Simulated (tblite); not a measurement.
Compound: C₃H₇NSSi (charge +1 and doublet state).
Numbering: `[CH2:1]=[CH:2]/[CH:3]=[N:4]/[SiH2:5][SH+:6]` (hydrogens: H7, H8 on C1; H9 on C2; H10 on C3; H11, H12 on Si5; H13 on S6)
Bond orders are those of one Lewis drawing.

Computed with GFN2-xTB (tblite), gas phase: L-BFGS steps from a force-field or distance-geometry start until the largest atomic force falls under 0.01 eV/Å.

Geometry at step 15:
```
atom  x, y, z in Å
C1     -2.6560   -0.7293   -0.5742
C2     -1.6643   -0.7467    0.3159
C3     -0.5259    0.0794    0.0370
N4      0.5094    0.2057    0.7306
Si5     1.9487    1.1368    0.7987
S6      3.1432   -0.1128   -0.5991
H7     -3.5497   -1.3082   -0.4615
H8     -2.5896   -0.1176   -1.4559
H9     -1.7263   -1.3210    1.2263
H10    -0.6409    0.6285   -0.8987
H11     2.5220    1.0814    2.1311
H12     1.9181    2.3872    0.0372
H13     3.3071   -1.1830    0.1805
```

**Question.** What forces act on the atoms?

**Answer.** 
```
atom  Fx (eV/Å)  Fy (eV/Å)  Fz (eV/Å)
  C1     -0.175     -0.038     -0.079
  C2     -0.103      0.079      0.028
  C3     -0.090     -0.006     -0.022
  N4      0.063     -0.071      0.289
 Si5      0.397      0.275     -0.113
  S6      0.041     -0.061      0.062
  H7     -0.177     -0.158      0.078
  H8     -0.108      0.015     -0.180
  H9      0.197     -0.004      0.050
 H10      0.064      0.114     -0.169
 H11     -0.142     -0.082     -0.104
 H12     -0.004     -0.110      0.174
 H13      0.038      0.047     -0.014
```

The largest, 0.50 eV/Å, acts on Si5; the rms over all components is 0.133 eV/Å. The forces sum to zero within rounding, as they must for an isolated molecule in no field.

**Question.** Give the force on Si5 in Eh/bohr and in nN.

**Answer.** 0.496 eV/Å ÷ 51.422 = 0.00965 Eh/bohr, and 0.496 eV/Å × 1.602 = 0.79 nN.

**Question.** How far is this geometry from the end of the optimisation?

**Answer.** 0.143 eV above it, and 0.575 Å rms away after alignment. The bonds farthest from their final lengths, with half the difference of the two atoms' forces along the bond (positive lengthens):

| bond | now (Å) | final (Å) | force along bond (eV/Å) |
| --- | --- | --- | --- |
| Si5–H12 | 1.464 | 1.448 | -0.23 |
| C2–C3 | 1.434 | 1.443 | -0.01 |
| Si5–S6 | 2.223 | 2.215 | -0.06 |
| C1–H7 | 1.071 | 1.078 | +0.04 |
| N4–Si5 | 1.716 | 1.709 | +0.23 |
| C3–H10 | 1.091 | 1.096 | +0.09 |

The angle farthest from its final value is C3–N4–Si5, 140.4° against 154.8°.

The cost below is that of the whole relaxation. On AMD EPYC 9R45, one thread, no GPU, shared host with 96 logical CPUs at a one-minute load of 33, this took 0.6 s wall.
